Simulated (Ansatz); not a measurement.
Program: Ansatz. Geometries: PBE0-D4/def2-TZVP. ΔE: electronic, gas phase. CCSD(T)/CBS adds triple-zeta CCSD(T) − MP2 to the extrapolated MP2 energy (def2 sets, frozen cores). DFT in def2-TZVPP. For Br, Ge outer-core shells are correlated without core-valence functions, which leaves a few kJ/mol of doubt a bond. Scalar relativity is left out up to krypton.

`FC(F)=[CH][GeH3]` + HBr → `[GeH3][Br]` + `C=C(F)F`  (ligand exchange at a Ge–C bond)

| level | ΔE (kcal/mol) |
| --- | --- |
| r2SCAN-D4 | -21.2 |
| ωB97X-V | -20.9 |
| PBE | -21.0 |
| MP2/def2-TZVPP | -19.7 |
| CCSD/def2-TZVPP | -20.1 |
| HF/def2-QZVPP | -25.5 |
| MP2/def2-QZVPP | -20.1 |
| HF/CBS(def2) | -25.5 |

Q: What does CCSD(T)/CBS give? (An estimate is asked.)

A: The calculation gave: -20.1 kcal/mol. The listed levels differ from it by -1.1, -0.8, -0.9, 0.4, 0.0, -5.4, 0.0, -5.4 kcal/mol.

Largest T1 diagnostic among the species: 0.012.

From PBE to PBE0 (25 % exact exchange), in def2-TZVPP and without D4, ΔE moves by −0.8 kcal/mol. In def2-TZVPP, CCSD(T) changes the Hartree–Fock value by +6.1 kcal/mol (the triples alone add +0.7 kcal/mol) and MP2 by +5.8 kcal/mol.
